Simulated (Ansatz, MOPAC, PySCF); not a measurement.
Dimer: CHN (SMILES C#N) (first 3 atoms) with C2H6O (SMILES COC); geometry from B3LYP-D3(BJ)/def2-TZVP, rigid monomers moved along the line of their centres of mass till H3···O5 is 2.24 Å.
(charge 0, multiplicity 1):
```xyz
12

C     -0.293     0.188    -0.306
N     -0.362     0.310    -1.445
H     -0.227     0.074     0.765
C      0.112    -1.417     3.618
O     -0.082    -0.166     2.985
C     -0.030     0.927     3.883
H     -0.665    -1.602     4.368
H      1.093    -1.464     4.103
H      0.055    -2.184     2.847
H     -0.812     0.846     4.646
H     -0.188     1.834     3.302
H      0.946     0.982     4.379
```

Monomers are frozen at their geometry in the pair; levels with a basis set take the counterpoise correction. Rows marked so take none.

Correlated levels freeze the cores. Rows in 6-31G* carry no dispersion term and start afresh at each structure (6-31G* with six Cartesian d functions). MP2/6-31G* freezes PySCF's default core. The state that AM1 reach isn't checked.

Codes used: Ansatz (a first-principles code) with Gaussian orbitals; MOPAC for AM1 (differences of heats of formation); PySCF for 6-31G* rows. Each number belongs to the level named beside it.

Task: What interaction energy does MP2/6-31G* (no counterpoise) give?

Result: -294 meV

Task: Predict the interaction energy from AM1.

Result: -115 meV

Task: Predict the interaction energy from SCS-MP2/aug-cc-pVDZ.

Result: -209 meV
